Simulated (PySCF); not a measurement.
Compound: VOF3 (singlet state).
Structure used (PBE0-D3(BJ)/def2-SVP), in Å, numbered top down from 1:
```
atom  x, y, z in Å
O1     0.068   -0.132    1.500
V2    -0.106    0.065   -0.009
F3    -0.720    1.626   -0.272
F4     1.414   -0.118   -0.745
F5    -1.194   -1.110   -0.577
```

Theory: PySCF, PBE0-D3(BJ)/def2-SVP geometry optimisation, gas phase.

Q: Which atoms are bound to V2, and at what distances?

A: 4 atoms: O1 1.531 Å, F3 1.699 Å, F4 1.699 Å, F5 1.699 Å.

Q: List the angles at V2.

A: 
```json
{"angle": "F3–V2–F4", "degrees": "110.8", "distance of the outer atoms (Å)": "2.80"}
{"angle": "F4–V2–F5", "degrees": "110.7", "distance of the outer atoms (Å)": "2.80"}
{"angle": "F3–V2–F5", "degrees": "110.6", "distance of the outer atoms (Å)": "2.79"}
{"angle": "O1–V2–F5", "degrees": "108.2", "distance of the outer atoms (Å)": "2.62"}
{"angle": "O1–V2–F3", "degrees": "108.2", "distance of the outer atoms (Å)": "2.62"}
{"angle": "O1–V2–F4", "degrees": "108.1", "distance of the outer atoms (Å)": "2.62"}
```

Q: What is the shape at V2?

A: Tetrahedral: angles from 108.1° to 110.8°; τ4 = (360° − α − β)/141° = 0.98 with α and β the two widest (0 for a square, 1 for a tetrahedron).

Q: What are the rotational constants (commonest isotopes, rigid rotor)?

A: A = 3966, B = 3961, C = 3403 MHz: an oblate symmetric top.

Point group: C3v (tolerance 0.08 Å). Charge 0, singlet. Whether it is a minimum is left open (no frequencies).
